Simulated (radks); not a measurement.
Excited configurations of neutral nickel: one electron is placed in a higher orbital outside [Ar] 3d9. The ground configuration is [Ar] 3d8 4s2. All-electron calculation, scalar-relativistic Kohn-Sham, LDA (Slater exchange, Perdew-Wang correlation), spin-unpolarised, spherical densities, finite nucleus; Fermi nuclear charge, rms radius 3.7757 fm. Program: a radial shooting solver on a logarithmic mesh with Libxc functionals. Excitation = E - E(ground); binding = E(ion) - E, where the ion is the core of charge +1; n* = 1/sqrt(2 binding) in atomic units, and the quantum defect is n - n*.

| outer orbital | excitation (eV) | binding (eV) | n* | eigenvalue (eV) | <r> (bohr) |
|---|---|---|---|---|---|
| 4s | -1.637 | 8.185 | 1.289 | -4.731 | 2.977 |
| 4p | 2.408 | 4.139 | 1.813 | -1.854 | 4.442 |
| 5p | 4.727 | 1.820 | 2.734 | -1.032 | 10.98 |
| 5f | 5.923 | 0.625 | 4.666 | -0.369 | 29.93 |
| 6s | 5.214 | 1.334 | 3.194 | -0.830 | 16.33 |
| 7f | 6.207 | 0.340 | 6.324 | -0.226 | 62.51 |

The Delta-SCF ionisation energy is 6.548 eV (NIST Atomic Spectra Database: 7.640 eV, measured). Self-interaction in the functional shifts the binding energies and quantum defects, so they are the method's values and not measured ones. Spin polarisation and multiplet splitting are left out, so open shells lie too high by an amount that depends on their filling. A negative excitation energy means that this level of theory puts the configuration below the NIST ground configuration.

Beside tabulated values, note that spin-unpolarised runs miss the spin-polarisation part of the exchange energy of open shells.
